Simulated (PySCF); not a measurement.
C3H7S, SMILES CCS[CH2], multiplicity 2. Atoms are numbered in the order given.

```xyz
11

C      1.6205    -0.3952     0.4453
S      0.5595     0.0571    -0.8190
C     -0.8719     0.6815     0.1078
C     -1.6555    -0.3975     0.8300
H      2.5362    -0.9141     0.1589
H      1.5280     0.0481     1.4398
H     -0.5118     1.4578     0.8026
H     -1.4903     1.1892    -0.6484
H     -1.0243    -0.9172     1.5661
H     -2.5141     0.0405     1.3635
H     -2.0346    -1.1497     0.1225
```
Charge 0, spin multiplicity 2.

Geometry: PBE0-D3(BJ)/def2-SVP. The isomer is the one that the SMILES or the coordinates give; other isomers of the formula were not compared. Other conformers were not sampled.

The numbers are results of PBE0-D3(BJ)/def2-SVP (PySCF), not measurements.

Frequencies are harmonic and unscaled.

```csv
mode,ν (cm⁻¹),IR (km/mol),moving atoms (share of kinetic energy)
1,111,0.4,"C 50 %, H 39 %, S 11 %"
2,220,1.6,"H 71 %, C 27 %"
3,233,3.4,H 96 %
4,291,0.1,"H 55 %, C 35 %, S 10 %"
5,369,9.0,"H 39 %, C 35 %, S 26 %"
6,388,68.3,"H 72 %, C 24 %"
7,681,1.3,"C 56 %, S 25 %, H 20 %"
8,763,2.9,"H 86 %, C 13 %"
9,865,7.1,"C 55 %, S 29 %, H 16 %"
10,911,0.8,"H 78 %, C 17 %"
11,993,9.0,"H 63 %, C 35 %"
12,1061,1.3,"H 68 %, C 29 %"
13,1088,3.8,"C 59 %, H 40 %"
14,1263,1.5,"H 83 %, C 16 %"
15,1286,14.4,"H 74 %, C 26 %"
16,1377,0.7,"H 87 %, C 13 %"
17,1389,6.5,"H 78 %, C 22 %"
18,1444,4.9,"H 91 %, C 9 %"
19,1459,12.5,H 97 %
20,1472,3.9,H 96 %
21,3058,18.3,H 97 %
22,3075,15.5,H 94 %
23,3138,1.6,"H 90 %, C 10 %"
24,3153,12.6,"H 91 %, C 9 %"
25,3168,10.2,"H 90 %, C 10 %"
26,3171,2.8,H 96 %
27,3310,0.1,"H 89 %, C 11 %"
```
